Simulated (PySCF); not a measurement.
H₄OS₂Si, SMILES S[SiH](O)S. Geometry: PBE-D3(BJ)/def2-SVP. The values are those of a single conformer.

Computed equilibrium geometry at PBE-D3(BJ)/def2-SVP (PySCF confirms it by a frequency run) as bond lengths and angles (one conformer of several):
Atoms: Si1 O2 S3 S4 H5 H6 H7 H8. Bond lengths (Å): Si1–O2 1.679, Si1–S3 2.157, Si1–S4 2.140, Si1–H5 1.505, O2–H6 0.974, S3–H7 1.363, S4–H8 1.364. Angles (°): O2–Si1–S3 116.3, O2–Si1–S4 104.6, O2–Si1–H5 109.5, S3–Si1–S4 104.3, S3–Si1–H5 106.8, S4–Si1–H5 115.6, Si1–O2–H6 114.8, Si1–S3–H7 93.2, Si1–S4–H8 92.5.
